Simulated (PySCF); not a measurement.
SMILES OC[SiH2]O (PBE0/def2-SVP optimised geometry):

```
10

O      1.436     0.425     0.927
C      1.019    -0.576     0.000
Si    -0.880    -0.576     0.000
O     -1.291     1.039     0.000
H      1.327     0.073     1.817
H      1.488    -1.558     0.201
H      1.387    -0.258    -0.989
H     -1.488    -1.244    -1.186
H     -1.354    -1.265     1.245
H     -0.567     1.558     0.378
```

Calculation: PBE0/def2-TZVP (PySCF 2.14.0).

What are the frontier orbital energies and the dipole moment?

HOMO-2 -9.80 eV, HOMO-1 -8.66 eV, HOMO -7.63 eV, LUMO 0.19 eV, LUMO+1 0.75 eV; dipole moment 2.15 D.

Meta-Löwdin charges at PBE0/def2-TZVP: O1 -0.54, C2 -0.26, Si3 0.86, O4 -0.76, H5 0.34, H6 0.11, H7 0.13, H8 -0.11, H9 -0.13, H10 0.35.
